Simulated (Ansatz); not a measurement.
Basis-set series for C$_{2}$H$_{3}$Cl$_{3}$O$_{2}$Si, SMILES `CC(=O)O[Si](Cl)(Cl)Cl`. Total charge 0; spin multiplicity 1. The geometry is a stationary point of PBE0-D4/def2-TZVP. It is one conformer, not always the lowest.

```csv
atom,x (Å),y (Å),z (Å)
C1,-0.7275,-0.6104,1.7763
C2,-0.6581,0.0390,0.4356
O3,-1.5280,0.6549,-0.1035
O4,0.5614,-0.1496,-0.1457
Si5,0.9687,0.4414,-1.6310
Cl6,2.8741,-0.1739,-1.9056
Cl7,-0.2042,-0.3357,-3.0768
Cl8,0.9017,2.4576,-1.6611
H9,0.0491,-0.1966,2.4226
H10,-0.5281,-1.6790,1.6759
H11,-1.7090,-0.4479,2.2133
```

```csv
functional,basis,functions,energy (Eh),HOMO (eV),LUMO (eV)
PBE0-D4,def2-TZVPP,334,-1898.12388,-8.60,-0.52
PBE0-D4,def2-QZVPP,598,-1898.18637,-8.64,-0.58
ωB97M-V,def2-TZVPP,334,-1898.79101,-11.02,1.76
ωB97M-V,def2-QZVPP,598,-1898.85007,-11.07,1.49
```

(1) Give the rows for def2-SVP. (An estimate is asked.)

Answers

(1) Computed: 
| functional | basis | functions | energy (Eh) | HOMO (eV) | LUMO (eV) |
| --- | --- | --- | --- | --- | --- |
| PBE0-D4 | def2-SVP | 143 | -1897.27241 | -8.53 | -0.40 |
| ωB97M-V | def2-SVP | 143 | -1897.93890 | -10.93 | 1.95 |

Positive LUMOs are unbound and depend on the basis.
